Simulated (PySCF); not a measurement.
Compound: C₅H₆B (charge -1).
Numbering: `[bH-:1]1[cH:2][cH:3][cH:4][cH:5][cH:6]1` (hydrogens: H7 on B1; H8 on C2; H9 on C3; H10 on C4; H11 on C5; H12 on C6)

Structure used (PBE0-D3(BJ)/def2-SVP), in Å, numbered top down from 1:
```
atom  x, y, z in Å
B1     1.4539    0.3883    0.0405
C2     0.3383    1.4152    0.0327
C3    -0.9934    0.9951   -0.0094
C4    -1.3518   -0.3614   -0.0459
C5    -0.3641   -1.3583   -0.0410
C6     0.9996   -1.0578    0.0000
H7     2.6455    0.7064    0.0770
H8     0.5065    2.5033    0.0589
H9    -1.8094    1.7362   -0.0152
H10   -2.4111   -0.6442   -0.0787
H11   -0.7005   -2.4075   -0.0710
H12    1.6890   -1.9167    0.0001
```

All values: PBE0/pcSseg-1 (PySCF, non-relativistic), on one gas-phase PBE0-D3(BJ)/def2-SVP geometry that isn't relaxed in the solvent. The solvent is an IEF-PCM continuum (van der Waals radii × 1.2). Only the electrostatic response of the medium enters.

Gas phase at PBE0/pcSseg-1: HOMO -0.49 eV, LUMO 5.31 eV.

Problem. What does the continuum do to the energy and the frontier levels at PBE0/pcSseg-1 in chloroform and methanol?

Solution. 
```csv
solvent,ε,E(solvent) − E(gas) (kcal/mol),polarisation term (kcal/mol),distortion of the solute (kcal/mol),HOMO (eV),LUMO (eV)
chloroform,4.711,-43.22,-43.95,0.73,-4.10,1.76
methanol,32.61,-54.10,-55.53,1.43,-4.96,0.91
```

Polarisation term: ½ Σ q·V over the induced surface charges. Distortion: the rise of the solute's own energy as its density leaves the gas-phase optimum. From chloroform to methanol the lowering changes by a factor 1.25, Born's factor 1 − 1/ε by 1.23 and ε itself by 6.9.

Problem. Which radius a makes Born's formula ΔE = −(q²/2a)(1 − 1/ε) give the value in methanol?

Solution. a = q²(1 − 1/ε)/(2|ΔE|) = 2.98 Å, with q = -1 e and |ΔE| = 0.0862 Eh; the farthest nucleus lies 2.74 Å from the centroid of the nuclei. The formula assumes a point charge at the centre of a sphere.

Problem. Which Hirshfeld charges (PBE0/pcSseg-1) respond most in chloroform (means over atoms taken as equivalent)?

Solution. 
```tsv
atoms	environment	gas (e)	solvent (e)	change
B1	three-coordinate boron	-0.089	-0.108	-0.019
H10	aromatic hydrogen	-0.003	+0.011	+0.014
H9/H11	aromatic hydrogen	-0.001	+0.012	+0.013
C2/C6	aromatic CH carbon	-0.199	-0.209	-0.010
H8/H12	aromatic hydrogen	-0.013	-0.007	+0.006
H7	B–H hydrogen	-0.141	-0.144	-0.003
C3/C5	aromatic CH carbon	-0.103	-0.106	-0.003
C4	aromatic CH carbon	-0.136	-0.136	0.000
```

Problem. How do the nuclear quadrupole coupling constants eQVzz/h respond in chloroform?

Solution. 
```tsv
nucleus	Q (barn)	gas (MHz)	solvent (MHz)	η gas	η solvent
11B at B1	0.04059	2.92	2.88	0.34	0.36
```
